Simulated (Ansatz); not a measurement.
A made-up structure of GeH$_{3}$O (charge +1), singlet:

O1  (0.785, -0.360, 0.584)
Ge2  (-0.192, 0.325, -0.218)
H3  (0.483, -1.202, 0.671)
H4  (-1.541, -0.400, -0.796)
H5  (0.464, 1.637, -0.241)
(Å)

It is relaxed with PBE-D4/def2-SVP and then PBE0-D4/def2-TZVP (Ansatz 0.2.0). Atoms count as bonded within 1.22 times the sum of their covalent radii (H–H: 0.88 Å). The end point is not checked to be a true minimum.

Q: Does its bonding change? (A judgement: the text doesn't fix the answer.)

A: The calculation gives: No: no bond forms or breaks.

Where it ends: The first stage lowers the energy by 3.20 eV in 6 steps. It ends as GeH₃O ([OH][GeH2]), total charge +1:
O1  (0.821, -0.548, 0.665)
Ge2  (-0.225, 0.410, -0.265)
H3  (0.606, -1.478, 0.832)
H4  (-1.497, -0.211, -0.829)
H5  (0.295, 1.827, -0.403)
(Å)

Labels in which every atom is bracketed show which atoms are joined, not bond orders.

For scale, one of the runs: PBE0-D4/def2-TZVP relaxation, 97 basis functions, launched by `ansatz run in.yaml --threads 2 --pin off --events-out ev --progress --plain --max-ram 4352MiB`. The run took about 7 s on 2 CPU threads of an Arm Neoverse V2 (shared host).
